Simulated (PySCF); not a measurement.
CH3N2S, SMILES [NH]C(N)=S, multiplicity 2.

Geometry: PBE0-D3(BJ)/def2-SVP. The isomer is the one that the SMILES or the coordinates give; other isomers of the formula were not compared. One conformer was computed; it need not be the lowest.

Computed with TDA-M06-2X/def2-SVPD (PySCF 2.14.0).

Vertical excitations. The molecule is in vacuum.

| state | energy (eV) | λ (nm) | f | main pairs |
|---|---|---|---|---|
| root 1 | 0.14 | 8992 | 0.000 | β HOMO→LUMO 95 % |
| root 2 | 1.97 | 628 | 0.043 | β HOMO−1→LUMO 82 % |
| root 3 | 2.26 | 548 | 0.000 | β HOMO−2→LUMO 86 % |
| root 4 | 4.99 | 248 | 0.002 | α HOMO−1→LUMO 22 %, α HOMO−1→LUMO+1 6 %, β HOMO−3→LUMO 21 %, β HOMO−1→LUMO+2 14 %, β HOMO→LUMO+2 11 % |
| root 5 | 5.05 | 246 | 0.004 | β HOMO−3→LUMO 30 %, β HOMO→LUMO+2 21 %, β HOMO−4→LUMO 21 %, β HOMO→LUMO+1 5 % |
| root 6 | 5.53 | 224 | 0.004 | α HOMO→LUMO 32 %, α HOMO→LUMO+1 11 %, α HOMO−1→LUMO 10 %, β HOMO−3→LUMO 14 %, β HOMO−1→LUMO+2 10 % |
| root 7 | 5.84 | 212 | 0.021 | α HOMO−2→LUMO 13 %, α HOMO−1→LUMO 12 %, α HOMO→LUMO 8 %, β HOMO−1→LUMO+2 27 %, β HOMO−1→LUMO+1 8 % |
| root 8 | 6.00 | 207 | 0.001 | β HOMO−4→LUMO 27 %, β HOMO→LUMO+2 20 %, β HOMO−3→LUMO 11 %, β HOMO→LUMO+3 8 % |
| root 9 | 6.18 | 201 | 0.002 | β HOMO−4→LUMO 25 %, β HOMO→LUMO+1 24 %, β HOMO→LUMO+3 12 %, β HOMO−3→LUMO 6 % |
| root 10 | 6.36 | 195 | 0.030 | α HOMO−1→LUMO 6 %, β HOMO−2→LUMO+2 23 %, β HOMO→LUMO+1 15 %, β HOMO−4→LUMO 15 %, β HOMO−1→LUMO+2 9 % |
Unrestricted roots are not spin-pure.
